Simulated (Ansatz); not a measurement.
```yaml
crystal:
  periodic: [false, false, false]
  atoms:
    - {symbol: C, position_ang: [0.084232, -1.083189, -1.145845]}
    - {symbol: O, position_ang: [0.586712, -0.835974, 0.157184]}
    - {symbol: Si, position_ang: [0.081582, 0.261355, 1.215369]}
    - {symbol: F, position_ang: [-1.369165, -0.048255, 1.774460]}
    - {symbol: C, position_ang: [-0.080356, 1.892884, 0.352344]}
    - {symbol: N, position_ang: [-0.145765, 2.893706, -0.213161]}
    - {symbol: H, position_ang: [0.818180, -1.689659, -1.675349]}
    - {symbol: H, position_ang: [-0.067762, -0.148956, -1.694039]}
    - {symbol: H, position_ang: [-0.860421, -1.629014, -1.093014]}
    - {symbol: H, position_ang: [1.035861, 0.335804, 2.325052]}
basis:
  gaussian: {orbitals: pcseg-2, fitting: {mean_field: def2-universal-jkfit}}
hamiltonian: {xc: {name: r2SCANh}, dispersion: d3bjatm, pseudopotentials: {relativity: none}}
accuracy: high
charge: 1
output: {forces: true}
```

```sh
$ ansatz run in.yaml --threads 4 --pin off --events-out ev --progress --plain --max-ram 10444MiB
```

Output, abridged:

```
Error: YAML parse error: error: line 18 column 1: unknown field `charge`, expected one of crystal, accuracy, basis, kpoints, hamiltonian, magnetization, projection, total_charge, correlation, batch, efield, external_charges, scf, relax, neb, saddle, md, ramp, phonons, dielectric, real_time, elastic, magnetic_configurations, gw, evaluate, workflow, output, checkpoint, execution
16 | hamiltonian: {xc: {name: r2SCANh}, dispersion: d3bjatm, pseudopot…
17 | accuracy: high
18 | charge: 1
19 | output: {forces: true}
```

Problem. What is wrong with this run?

Solution. The input holds a key that doesn't belong there. The program refused the input.
